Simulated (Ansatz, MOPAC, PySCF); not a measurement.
Bond stretch in ClBe (cation, charge +1), lowest singlet found (which spin is the ground state isn't settled by this scan).

- FCI = full CI/cc-pVDZ, frozen core (Ansatz, an electronic-structure program)
- PM6, restricted, heats of formation (MOPAC)
- RKS-PBE = restricted PBE/cc-pVDZ (Ansatz)
- UKS-B3LYP/6-31G* = PySCF with unrestricted B3LYP/6-31G*, spherical d

Energies are in mEh, each relative to the lowest point of its own curve between 1.42 and 2.15 Å, where full CI is lowest.

```tsv
R / Å	FCI	PM6	RKS-PBE	UKS-B3LYP/6-31G*
1.42	85.8	51.6	82.1	77.5
1.56	21.6	7.7	20.4	17.8
1.64	5.9	0.0	5.6	4.2
1.73	0.0	1.2	0.0	0.0
1.79	0.9	6.1	1.0	1.9
1.88	7.3	17.6	7.2	9.4
1.94	14.0	27.2	13.6	16.6
2.01	23.3	39.7	22.6	26.4
2.08	33.8	52.9	32.7	37.2
2.15	44.8	66.6	43.4	48.5
2.22	56.0	80.5	54.4	59.9
2.37	79.4	110.0	77.5	83.8
2.51	98.8	136.8	97.5	104.2
2.69	119.0	169.0	120.1	124.7
2.89	135.0	200.8	140.7	137.4
```

At the longest distance, 2.89 Å, PM6 lies highest above its minimum (200.8 mEh) and FCI lowest (135.0 mEh).

The scan ran from 1.42 to 6.71 Å; beyond the distances shown full CI changes its symmetry label. The restricted form behind PM6, RKS-PBE keeps the bonding electrons paired and can't separate into open-shell fragments. The unrestricted determinant behind UKS-B3LYP/6-31G* is spin-contaminated at 2.51 to 2.89 Å (<S²> up to 0.8, against 0.00 for a pure singlet).
